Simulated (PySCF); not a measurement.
CH5Al2Cl2F.
Geometry (PBE0-D3(BJ)/def2-SVP, Å), atoms numbered from 1 in this order:
```
atom  x, y, z in Å
C1    -2.1452    0.1536    0.5881
Al2   -0.3837    0.9447    0.3870
Cl3    1.1567   -0.1664    1.7625
Al4    2.3147   -0.8309   -0.0905
F5     2.2325   -2.4911   -0.1490
Cl6    0.6933   -0.0029   -1.4656
H7    -2.4381   -0.4075   -0.3139
H8    -2.1765   -0.5502    1.4352
H9    -2.9102    0.9269    0.7654
H10    0.0358    2.4655    0.4070
H11    3.6646   -0.0569   -0.2593
```

The closed-shell ground state was solved at several levels (PySCF, density fitting, gas phase, non-relativistic).

| level | basis functions | HOMO (eV) | LUMO (eV) | gap (eV) | dipole (D) |
| --- | --- | --- | --- | --- | --- |
| B97-2/pcSseg-1 | 155 | -8.34 | -0.51 | 7.83 | 2.10 |
| PBE0/6-31G | 80 | -8.74 | -0.70 | 8.04 | 2.54 |
| mPW1PW91/pcSseg-1 | 155 | -8.61 | -0.55 | 8.06 | 2.12 |
| PBE0/STO-3G | 51 | -5.09 | 4.45 | 9.54 | 0.98 |
| PBE0/pcSseg-1 | 155 | -8.58 | -0.55 | 8.03 | 2.11 |
| BHandHLYP/pcSseg-1 | 155 | -9.78 | 0.26 | 10.04 | 2.18 |
| wB97X-D/pcSseg-1 | 155 | -10.49 | 1.17 | 11.66 | 2.14 |
| LC-wPBE/pcSseg-1 | 155 | -11.36 | 1.50 | 12.86 | 2.09 |
| B3LYP/def2-TZVP | 240 | -8.23 | -0.68 | 7.55 | 2.00 |

Problem. What might CAM-B3LYP/pcSseg-1 (155 basis functions) give for the same quantities?

Solution. HOMO -9.94 eV, LUMO 0.41 eV, gap 10.35 eV, dipole 2.10 D.

Problem. Over all these levels, which gives the widest orbital gap and which the narrowest?

Solution. LC-wPBE/pcSseg-1 (range-separated hybrid) has the widest, 12.86 eV, and B3LYP/def2-TZVP (global hybrid, 20 % exact exchange) the narrowest, 7.55 eV. Functional and basis both differ between the two, so the spread mixes both effects.

Problem. How much does the basis alone move the frontier levels among the 3 PBE0 rows?

Solution. The HOMO by 3.65 eV and the LUMO by 5.15 eV. By rising basis size (HOMO, LUMO in eV): STO-3G -5.09, 4.45; 6-31G -8.74, -0.70; pcSseg-1 -8.58, -0.55.

Problem. In the pcSseg-1 basis, how does the gap go with the fixed share of exact exchange?

Solution. B97-2 (21 %) 7.83 eV; PBE0 (25 %) 8.03 eV; mPW1PW91 (25 %) 8.06 eV; BHandHLYP (50 %) 10.04 eV. Each rise in the share widens the gap here.

Problem. How far do the dipole and the HOMO energy spread over the levels?

Solution. The dipole runs from 0.98 to 2.54 D (mean 2.04 D) and the HOMO from -11.36 to -5.09 eV.

One conformer stands for the species.
